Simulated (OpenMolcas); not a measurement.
Cr V.

| Quantity | Value |
| --- | --- |
| Program | OpenMolcas 26.06 |
| Basis | ANO-RCC-VTZP [6s5p3d2f1g] |
| Scalar Hamiltonian | DKH2, point nucleus |
| Active space | 2 electrons in 10 orbitals (3d 4d) |
| State averaging | 2S+1 = 3 even, 10 roots; 2S+1 = 1 even, 15 roots |
| Spin-orbit coupling | state interaction with AMFI integrals over the reference wave functions, term energies averaged over their components |

Two sets of levels on these reference wave functions, in cm⁻¹ above 3d² ³F₂: one from CASSCF and one from SS-CASPT2, IPEA 0.25 Eh, imaginary shift 0.1 Eh (closed shells correlated: 3s 3p).

```tsv
Level	Set 1	Set 2
3d² ³F₂	0.0	0.0
3d² ³F₃	511	508
3d² ³F₄	1162	1159
3d² ¹D₂	13250	16090
3d² ³P₀	16290	18900
3d² ³P₁	16470	19070
3d² ³P₂	16850	19460
3d² ¹G₄	22710	24700
3d² ¹S₀	52650	59030
```

Problem. Which set is which?

Solution. Set 1 is SS-CASPT2. Its levels of the other terms of 3d² lie at 0.82 to 0.92 of the other set's values, as expected, since terms of lower spin or lower L gain more correlation energy than the Hund ground term. Against 8 measured levels (Sugar and Corliss, J. Phys. Chem. Ref. Data 6, 317 (1977)) the mean absolute deviation is 590 cm-1 with it and 3000 cm-1 without; single levels miss by up to 1500 cm-1 with it.

Term energies are means over components that CASPT2 splits; among the terms shown or strongly mixed into the levels shown the widest spread is 770 cm-1 (3d² ¹G, SS-CASPT2). Active for correlation alone: 4d; no level in the range computed is led by a configuration that fills it, so any true level of that kind is missing. Without dynamic correlation excited terms often stand tens of per cent too high (terms of higher spin than the ground term too low), and those without a measured partner can miss by more than the paired ones (holds for CASSCF). Computed and measured levels are paired by configuration, term and J; levels that our copy of the source lacks, or whose pairing is in doubt (as where it misses far off the trend of its configuration), stay unpaired and out of the deviations. Levels of configurations outside the active space are missing.
